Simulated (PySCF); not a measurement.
NMR data simulated for an unnamed compound:

¹H NMR (400 MHz, computed): δ 7.53 (m, 1H), 5.78 (dtd, J = 16.0, 2.5, 1.3 Hz, 1H), 4.62 (br, 1H), 4.43 (br, 1H).

¹³C{¹H} NMR (computed): δ 163.5 (C, ddd, J = 380.7, 375.5, 45.8 Hz), 163.2 (C), 135.4 (CH, ddd, J = 14.4, 9.2, 3.7 Hz), 134.1 (C, ddd, J = 301.0, 47.8, 23.3 Hz), 122.9 (CH, d, J = 4.2 Hz).

Relativity neglected, a single conformation, gas phase. Couplings computed with B3LYP/pcJ-1 (spin–dipole term only in couplings to heteroatoms); PBE0/pcSseg-1 with gauge-including orbitals; PBE0-D3(BJ)/def2-SVP structure; PySCF 2.14.

Referencing at the same level of theory: TMS for ¹H, ¹³C.

**Question.** Which of these does the molecule contain: a nitrile, an N-methyl group, a vinyl group CH=CH2, an NH or NH2 group, a non-aromatic C=C double bond, an amide?

**Answer.** 
- A nitrile: no.
- An N-methyl group: no.
- A vinyl group CH=CH2: no.
- An NH or NH2 group: yes (δH 4.43 (br), 4.62 (br)).
- A non-aromatic C=C double bond: yes.
- An amide: yes (δC 163.2).

The data belong to SMILES O=C(N)/C=C/C(F)=C(F)F, C₅H₄F₃NO; they needn't prove each group on their own.

Carbon signals by region: 2 in the far downfield region (above 160 ppm), 3 in the sp2 and nitrile region (100–160 ppm). Above 160 ppm: 163.5, fully substituted alkene carbon, 163.2, amide carbonyl carbon.

OH/NH shifts are gas-phase values; hydrogen bonding in solution moves them, usually downfield. The two substituents on the amide-type nitrogen aren't averaged: C–N rotation is slow on the NMR time scale. C–F couplings over four or more bonds (about 3 Hz to the para carbon of a fluoroarene) are left out. Common functionals overestimate the size of one-bond C–F couplings by tens of Hz; these are unscaled. Splittings below 1 Hz are ignored in the labels, and close J values are merged. Unscaled 3J(H,H) at this level run about 10 % above measured values. Shifts are as computed. Against solution values, carbons near 30 ppm lie about +2 ppm off and those near 130 ppm about +5 ppm. Of 1211 compounds with measured shifts, 218 miss one by over three times the rms of a fit or turn the order of signals round; such compounds aren't used in these exercises. The C=O carbon of an acid or of an amide with N–H lies up to 10 ppm further downfield in solution, through hydrogen bonding that the calculation lacks.
